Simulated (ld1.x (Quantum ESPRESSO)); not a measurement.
# Pseudopotential generation for fluorine (F): TM, LDA (PZ), scalar-relativistic.

ld1.x (Quantum ESPRESSO) 7.5 input, shortened:

```
&input
   title='F', zed=9., rel=1, dft='PZ', iswitch=3,
   config='[He] 2s1.75 2p5.25 3d-2'
 /
 &inputp
   pseudotype=2, tm=.true., lloc=0,
   nlcc=.true., rcore=0.45
 /
3
2P  2  1   5.25   0.00  1.30  1.30  0.0
3D  3  2  -2.00  -0.10  1.35  1.35  0.0
2S  1  0   1.75   0.00  0.60  0.60  0.0
 &test
   configts(1)='2s1.75 2p5.25'
 /
```

All-electron outer shells of the reference configuration (LDA (PZ), scalar-relativistic, ld1.x):

| shell | level (eV) | outermost node (bohr) | outermost maximum (bohr) |
| --- | --- | --- | --- |
| 1s | -659.10 | – | 0.12 |
| 2s | -29.77 | 0.24 | 0.77 |
| 2p | -11.40 | – | 0.71 |

Question: Estimate the cutoffs (Ry, on a coarse ladder) from which the occupation-weighted sum of valence levels, in a spherical-Bessel basis at the reference potential, stays within 10 and 1 mRy of its value at 400 Ry.

Answer: 180 Ry and 260 Ry.

Question: Does the potential have ghost states?

Answer: No extra level below or beside the all-electron valence levels (p, d, s, f tested).

Question: Which valence shell sets the plane-wave cutoff?

Answer: 2s: its level needs 230 Ry to come within 1 mRy, against 90 Ry for 2p.

Question: Tests: 2s2 2p5; 2s2 2p4; 2s2 2p3; 2s2 2p4.5; 2s2 2p2; 2s1 2p5; 2s2 2p5.3. Which has the largest error in its energy relative to the reference configuration, and how large is it?

Answer: 2s2 2p2, with +609 meV (all-electron minus pseudo) on +114.21 eV.
